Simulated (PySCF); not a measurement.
Isomers of CH7BSi. Isolated molecules, 0 K electronic values unless said otherwise. One relaxed conformer stands for each flexible species; it need not be the lowest. Strings in code marks are SMILES.

Calculation: PySCF with B3LYP-D3(BJ)/def2-TZVP. All candidates: neutral, multiplicity 1. B3LYP has the VWN-RPA correlation part, as in Gaussian. Delta-SCF ions had no search for a lower state. Excitations are Tamm–Dancoff values on a coarser integration grid. The basis has no diffuse functions, so Rydberg states are missing or too high.

```yaml
brightest of the four lowest singlets (TDA): 5.67 eV
vertical ionisation energy (Delta-SCF): 10.28 eV
S1 excitation (TDA): 4.06 eV
```

Q: Name which member has these values.
A) `B[SiH2]C` (H–B–Si–C torsion 94°)
B) `CB[SiH3]`
C) `BC[SiH3]` (H–B–C–Si torsion 88°)

A: A, `B[SiH2]C` (H–B–Si–C torsion 94°). The others give `CB[SiH3]`: 6.67 eV, 10.08 eV, 4.45 eV; `BC[SiH3]` (H–B–C–Si torsion 88°): 6.14 eV, 11.17 eV, 5.90 eV
